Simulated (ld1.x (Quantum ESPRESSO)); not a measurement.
# What the settings do to the TM potential of Mn (Z = 25)

Base potential:

Mn (Z = 25), norm-conserving Troullier–Martins (Kleinman–Bylander form), made with ld1.x (Quantum ESPRESSO) 7.5 (LDA (PZ), fully relativistic). Core [Ne] 3s2, reference 3p6 3d5 4s1.5 4p0 (charge +0.5). Waves: 4s (bound): rc 2.20 bohr; 3p (bound): rc 1.05 bohr; 3d (bound): rc 1.30 bohr; 4f channel at 0.3 Ry: rc 1.90 bohr. Local part: the f channel. Core correction: Bessel-smoothed model core, default radius (core density twice the valence density).

Open shells are filled in proportion to 2j + 1 (rel_dist='average').

All-electron outer shells of the reference configuration (LDA (PZ), scalar-relativistic, ld1.x):

```
shell  level (eV)  outermost node (bohr)  outermost maximum (bohr)
   3s      -89.37                   0.34                      0.74
   3p      -58.45                   0.31                      0.75
   3d      -10.93                      –                      0.75
   4s       -8.62                   1.05                      2.41
   4p       -4.29                   1.15                      3.10
```

Cutoffs, loose and tight: the cutoffs (Ry, on a coarse ladder) from which the occupation-weighted sum of valence levels, in a spherical-Bessel basis at the reference potential, stays within 10 and 1 mRy of its value at 400 Ry. They do not see the model core or the augmentation charge, which bear on the density cutoff. Test errors are all-electron minus pseudo excitation energies from the reference, over the configurations 3p6 3d5 4s2 4p0; 3p6 3d5 4s1 4p0; 3p6 3d5 4s0 4p0; 3p6 3d4 4s2 4p0; 3p6 3d5 4s1 4p1; 3p6 3d5.5 4s1.5 4p0; 3p6 3d4 4s2 4p1. A dash means not determined; rows that change the core or the reference have their own tests.

A true bound ghost makes a file unfit for plane-wave use even where its test errors are small: the radial tests pick states by their node count and pass the ghost by.

The default core radius of the base comes out at 0.42 bohr.

| change | outcome | cutoff, loose | cutoff, tight | bound ghosts | largest test error (meV) |
| --- | --- | --- | --- | --- | --- |
| base | generated | 140 Ry | 180 Ry | s | -105 |
| wave 4f channel at 0.3 Ry: rc 1.90 bohr becomes 4f channel at 3.2 Ry: rc 1.90 bohr | generated | 140 Ry | 180 Ry | s | -89 |
| local potential the d channel | generated | 140 Ry | 180 Ry | s | -106 |
| wave 4f channel at 0.3 Ry: rc 1.90 bohr becomes 4f channel at 0.3 Ry: rc 1.22 bohr | generated | 140 Ry | 180 Ry | s | -58 |
| wave 3d (bound): rc 1.30 bohr becomes 3d (bound): rc 1.06 bohr | generated | 180 Ry | 200 Ry | s | -113 |
| functional PBE | generated | 140 Ry | 180 Ry | s | -106 |
| scalar-relativistic | generated | 140 Ry | 180 Ry | s | -105 |
| wave 3p (bound): rc 1.05 bohr becomes 3p (bound): rc 0.88 bohr | generated | 140 Ry | 230 Ry | s | -106 |
| wave 4s (bound): rc 2.20 bohr becomes 4s (bound): rc 1.62 bohr | generated | 140 Ry | 180 Ry | s | -163 |
| core correction Bessel-smoothed model core inside 0.70 bohr | generated | 140 Ry | 180 Ry | s | -105 |
| reference 3p6 3d4 4s0 4p0 | generated | 140 Ry | 180 Ry | s | -63 |
| all radii but the core radius scaled by about 0.91 (s 2.00, p 0.96, d 1.18, f 1.72 bohr) | generated | 140 Ry | 230 Ry | s | -84 |
| core [Ar], valence charge 7; reference 3d5 4s2 4p0; waves now 4p (bound): rc 2.85 bohr; 3d (bound): rc 1.65 bohr; 4f channel at 0.3 Ry: rc 2.75 bohr; 4s (bound): rc 2.35 bohr; local potential the s channel; core correction none | generated | 90 Ry | 140 Ry | none | -268 over the solved tests; 2 of 7 tests not solved or not reliable |
